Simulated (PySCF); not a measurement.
From one molecule to another.

First species: C5H14N2Si.
SMILES: `CN(N[SiH3])C1CCC1`

Second species: C8H12N2.
Z-matrix (Å and degrees, GFN2-xTB geometry), rows numbered from 1:
```
C 
C   1  1.4953
C   2  1.3844  1  121.05
C   3  1.3913  2  118.11  1   179.46
N   4  1.3176  3  122.36  2    -0.09
N   5  1.2968  4  119.97  3     0.61
C   6  1.3226  5  121.99  4    -0.29
C   7  1.5078  2  122.96  1    -1.12
C   8  1.5318  7  108.46  2  -100.77
C   8  1.5275  7  110.48  2   138.18
H   1  1.0889  2  110.73  3  -123.77
H   1  1.0879  2  110.29  3    -3.40
H   1  1.0898  2  110.43  3   116.51
H   3  1.0808  2  121.05  1    -0.26
H   4  1.0807  3  121.93  2  -179.92
H   8  1.0937  7  109.59  2    18.06
H   9  1.0874  8  110.23  7   179.75
H   9  1.0869  8  109.56  7   -60.46
H   9  1.0885  8  111.02  7    59.43
H  10  1.0855  8  109.66  7    57.73
H  10  1.0876  8  110.51  7   -61.80
H  10  1.0873  8  110.18  7   178.09
```

Levels: PBE0/pcSseg-1 for dipole moment, HOMO energy, LUMO energy and HOMO–LUMO gap; GFN2-xTB for rotational constant A and rotational constant C. Geometries: GFN2-xTB. All species are isolated and taken at one optimised geometry, non-relativistic unless stated. Electronic properties by PySCF.

Dipoles, sizes and rotational constants follow the conformer. The torsions of the flexible species, by atom-mapped SMILES:
- `[CH3:1][N:2]([NH:3][SiH3:4])[CH:5]1[CH2:6][CH2:7][CH2:8]1`: C1–N2–N3–Si4 -94°, C1–N2–C5–C6 175°
- `[CH3:1][c:2]1[cH:3][cH:4][n:5][n:6][c:7]1[CH:8]([CH3:9])[CH3:10]`: N6–C7–C8–C9 77°

Values for the first species:

| Property | Result |
| --- | --- |
| Dipole moment | 1.38 D |
| HOMO energy | -6.54 eV |
| LUMO energy | 0.77 eV |
| HOMO–LUMO gap | 7.31 eV |
| Rotational constant A | 3.063 GHz |
| Rotational constant C | 0.831 GHz |

Q: Estimate the same properties for the second species, and the change in each.

A: 
```tsv
property	first	second	second less first
dipole moment	1.38 D	4.29 D	+2.91 D
HOMO energy	-6.54 eV	-6.38 eV	+0.16 eV
LUMO energy	0.77 eV	-1.10 eV	-1.87 eV
HOMO–LUMO gap	7.31 eV	5.28 eV	-2.03 eV
rotational constant A	3.063 GHz	2.013 GHz	-1.050 GHz
rotational constant C	0.831 GHz	0.869 GHz	+0.038 GHz
```

On the first: A dipole of 1.38 D is allowed in C1, and pure rotational transitions are dipole-allowed. The dipole matches unit charges of opposite sign 0.29 Å apart (1 e·Å = 4.8032 D).

On the second: The dipole matches unit charges of opposite sign 0.89 Å apart (1 e·Å = 4.8032 D).
